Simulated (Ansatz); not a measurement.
Calculated with Ansatz (gas phase, PBE0-D4/def2-TZVP geometries, no zero-point term in ΔE). CCSD(T)/CBS adds triple-zeta CCSD(T) − MP2 to the extrapolated MP2 energy (def2 sets, frozen cores). This one scheme is used for every species. DFT in def2-TZVPP. B3LYP here is the variant with VWN-RPA as its local correlation; programs differ in this. One conformer a species, not always the lowest.

Reaction (formal exchange of groups at the Si–O bond): `C=C[SiH](O)Cl` + `C=C[SiH](Cl)Cl` → `C=C[SiH](Cl)/C=C\[SiH](Cl)Cl` + H₂O

(1) Is it downhill or uphill in electronic energy at CCSD(T)/CBS, and by how much? (Estimate.)

(2) What do these levels give: revPBE-D4, BLYP-D4, B3LYP-D4, r2SCANh-D4, ωB97M-V, BLYP, r2SCANh, HF/def2-SVP, CCSD/def2-SVP, CCSD(T)/def2-TZVPP, HF/def2-QZVPP, MP2/def2-QZVPP? (Best estimate.)

(3) What do rigid-rotor, harmonic-oscillator terms from PBE0-D4/def2-TZVP frequencies (298.15 K, 1 bar) make of the CCSD(T)/CBS value? (Estimate.)

Largest T1 diagnostic among the species: 0.011.

## Answers

(1) Ansatz gave: Uphill: ΔE = +1.09 eV.

(2) Computed: revPBE-D4 0.92, BLYP-D4 1.03, B3LYP-D4 1.08, r2SCANh-D4 1.15, ωB97M-V 1.13, BLYP 1.34, r2SCANh 1.21, HF/def2-SVP 1.37, CCSD/def2-SVP 1.11, CCSD(T)/def2-TZVPP 1.11, HF/def2-QZVPP 1.53, MP2/def2-QZVPP 1.07 eV.

(3) The calculation gave: ΔZPE = -0.05 eV, ΔH = +1.08 eV, ΔS = -25 J/(mol·K), ΔG = +1.15 eV. Modes under 50 cm⁻¹ make the entropy rough.

Leaving LDA and LC-ωPBE aside and taking each functional with its dispersion term where it has one, the values, not all of them listed here, spread over 0.34 eV, from revPBE-D4 to B2PLYP. LDA lies −0.09 eV from PBE without D4. From BLYP to BHLYP (50 % exact exchange), in def2-TZVPP and without D4, ΔE moves by +0.05 eV.
